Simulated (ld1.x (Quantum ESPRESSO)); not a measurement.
**Ranking PAW potentials for P (Z = 15)**

All share these settings but for the change named:

ld1.x (Quantum ESPRESSO) 7.5 input, shortened:

```
&input
   title='P', zed=15., rel=0, dft='PBE', iswitch=3,
   config='[Ne] 3s2 3p1'
 /
 &inputp
   pseudotype=3, lpaw=.true., tm=.true., lloc=-2, rcloc=0.55,
   nlcc=.true., new_core_ps=.true., rcore=0.70,
   which_augfun='BESSEL', rmatch_augfun=0.55
 /
4
2S  1  0   2.00   0.00  0.80  0.90  0.0
3S  2  0   2.00   0.00  0.80  0.90  0.0
2P  2  1   6.00   0.00  0.70  0.75  0.0
3P  3  1   1.00   0.00  0.70  0.75  0.0
 &test
   configts(1)='2s2 2p6 3s2 3p1'
 /
```

Test errors are all-electron minus pseudo excitation energies from the reference, over 2s2 2p6 3s2 3p3; 2s2 2p6 3s2 3p2; 2s2 2p6 3s2 3p0; 2s2 2p6 3s0 3p5; 2s2 2p6 3s2 3p2.5; 2s2 2p6 3s2 3p3.3; 2s1 2p6 3s2 3p3. None of these files shows a bound ghost.

The base gives 3.5 meV.

Of 6 variants that were run, those that failed, showed a ghost or another fault, or gave nearly equal values are left out.

A variant can come out equal or close to the base, since the largest error may sit in a test that the change hardly touches while other tests move.

Rank these variants by their largest absolute test error, smallest first.
A. local potential all-electron potential smoothed inside 0.40 bohr (lloc = -2)
B. local potential all-electron potential smoothed inside 0.90 bohr (lloc = -2)
C. local potential all-electron potential smoothed inside 0.50 bohr (lloc = -2)
D. local potential all-electron potential smoothed inside 0.62 bohr (lloc = -2)
E. local potential all-electron potential smoothed inside 0.72 bohr (lloc = -2)

B (1.0 meV), D (1.5 meV), A (2.7 meV), E (3.3 meV), C (4.8 meV).
